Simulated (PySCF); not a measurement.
B3LYP has the VWN-RPA correlation part, as in Gaussian. Delta-SCF ions had no search for a lower state. Excitations are Tamm–Dancoff values on a coarser integration grid. The basis has no diffuse functions, so Rydberg states are missing or too high.

Cartesian coordinates (Å):
SMILES: C[SiH2]C[SiH3]
```xyz
14

C      2.4339    -0.1858     0.0582
Si     0.7197     0.5353     0.3693
C     -0.6181    -0.4821    -0.4947
Si    -2.3908     0.1214    -0.2680
H      2.4987    -1.2192     0.4357
H      3.2117     0.4100     0.5623
H      2.6627    -0.2018    -1.0197
H      0.6643     1.9430    -0.1309
H      0.4415     0.5636     1.8379
H     -0.3943    -0.5099    -1.5761
H     -0.5551    -1.5239    -0.1328
H     -2.7575     0.1258     1.1791
H     -3.3537    -0.7606    -0.9936
H     -2.5387     1.5105    -0.7946
```
Charge 0, multiplicity 1.

Question: Predict the hole reorganisation energy (four-point), vertical ionisation energy (Delta-SCF), S1 excitation (TDA), dipole moment and LUMO from PySCF 2.14.0 with B3LYP-D3(BJ)/def2-TZVP // B3LYP-D3(BJ)/def2-SVP.

Answer: 
```
Property                                   Result
---------------------------------------  --------
hole reorganisation energy (four-point)  1.636 eV
vertical ionisation energy (Delta-SCF)   10.29 eV
S1 excitation (TDA)                       7.61 eV
dipole moment                              1.40 D
LUMO                                      0.25 eV
```
